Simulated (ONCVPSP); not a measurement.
## Transferability test, ONCV potential for Ta

```
Element                 : tantalum (Ta)
Generator               : ONCVPSP 4.0.1
Type                    : optimised norm-conserving Vanderbilt (ONCV)
Functional              : PBE
Relativity              : scalar-relativistic
Frozen core             : [Kr] 4d10 4f14
Valence charge          : 13
Reference configuration : 5s2 5p6 5d2 (charge +3)
Partial waves           : 5s: rc 1.80 bohr, ncon 4, nbas 7, qcut 8 1/bohr, 3 projectors, debl 3.7 Ha; 5p: rc 2.15 bohr, ncon 3, nbas 6, qcut 7.2 1/bohr, 1 projector; 5d: rc 1.95 bohr, ncon 4, nbas 8, qcut 5.3 1/bohr, 1 projector; f scattering state at 0.43 Ha: rc 1.70 bohr, ncon 4, nbas 6, qcut 6.1 1/bohr, 3 projectors, debl 1.6 Ha
Local potential         : polynomial inside 1.45 bohr (lpopt 3, dvloc0 0 Ha)
Core correction         : Teter function, fcfact 2.25, rcfact 1.05
```

In the s channel the program set the typed energies aside and used -3.713, 0.050, 3.750 Ha.

Energies are relative to the spin-unpolarised reference configuration 5s2 5p6 5d2; without spin polarisation the order of configurations can differ from experiment.

```json
{"valence configuration": "5s2 5p6 5d3 6s1", "charge": "+1", "ΔE all-electron (eV)": "-38.576", "error AE − PS (meV)": "+35"}
{"valence configuration": "5s2 5p6 5d3", "charge": "+2", "ΔE all-electron (eV)": "-23.604", "error AE − PS (meV)": "+6.1"}
{"valence configuration": "5s2 5p6 5d4 6s1", "charge": "0", "ΔE all-electron (eV)": "-44.950", "error AE − PS (meV)": "+47"}
```

What are ΔE and the potential's error for 5s2 5p6 5d3 6s2?

ΔE = -47.044 eV all-electron; the error (AE − PS) is +65 meV.

Note: ghosts flagged at negative energy: f at -41.7 eV (a further GHOST(-) flag falls on a real empty level of the atom); GHOST(+) flagged for s at 500.1 eV. A true bound ghost makes a file unfit for plane-wave use.
